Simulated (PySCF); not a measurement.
## Polarisability and C₆ of Sn (tin, neutral)

[Kr] 4d10 5s2 5p2, high-spin 3P determinant. All numbers are calculated (PySCF 2.14, scalar relativity by spin-free X2C-1e, in x2c-QZVPPall with one added diffuse shell each of s, p, d, f type (14s10p8d5f1g, 128 functions)). Coupled (time-dependent) response in atomic units; α is the mean over directions.

```tsv
method	mean α (bohr³)	α xx, yy, zz	C₆ (like pair)	S(−4)
PBE0	58.74	46.86, 64.68, 64.68	644.8	1348
```

S(−4) is the Cauchy moment in α(ω) = α(0) + S(−4) ω² + …

Reference α: 53 ± 6 bohr³ (recommended; Schwerdtfeger and Nagle, table of static dipole polarizabilities (2023 update)). Published C₆: 659.0 (Chu and Dalgarno (2004); Tang, Norbeck and Certain (1976)).

Spin-orbit coupling is absent.

α(iu) at PBE0:

```tsv
u (hartree)	α(iu) (bohr³)
0	58.74
0.0500	55.62
0.100	48.50
0.200	33.87
0.300	23.81
0.500	13.36
0.750	7.964
1.00	5.488
1.50	3.268
2.00	2.256
3.00	1.302
5.00	0.6066
```

A single London oscillator, α(iu) = α/(1 + u²/ω²), gives C₆ = (3/4) ω α². Matching the computed C₆ needs ω = 4 × 644.8 / (3 × 58.74²) = 0.249 hartree.

The components differ because the open shell of this determinant is not spherical; for a pure term their mean is the scalar polarisability.
